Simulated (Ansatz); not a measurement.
Input for Ansatz (development build ahead of 0.2.0):

```yaml
crystal:
  periodic: [false, false, false]
  atoms:
    - { symbol: Al, position_ang: [0.0, 0.0, 0.0] }
    - { symbol: Cl, position_ang: [1.14866, 1.14866, 1.14866] }
    - { symbol: Cl, position_ang: [1.14866, -1.14866, -1.14866] }
    - { symbol: Cl, position_ang: [-1.14866, 1.14866, -1.14866] }
    - { symbol: Cl, position_ang: [-1.14866, -1.14866, 1.14866] }
basis:
  gaussian: { orbitals: def2-TZVP }
total_charge: -1
hamiltonian:
  xc: hf
```

The input is written out in the form of the current development build from the run's settings.

Output:

```yaml
Converged: yes
Total_energy: -2080.32406 hartree
Spin_squared_of_the_determinant: 0.000
```

Caution: no unrestricted run beside it, a lower state can exist; no diffuse functions for an anion.
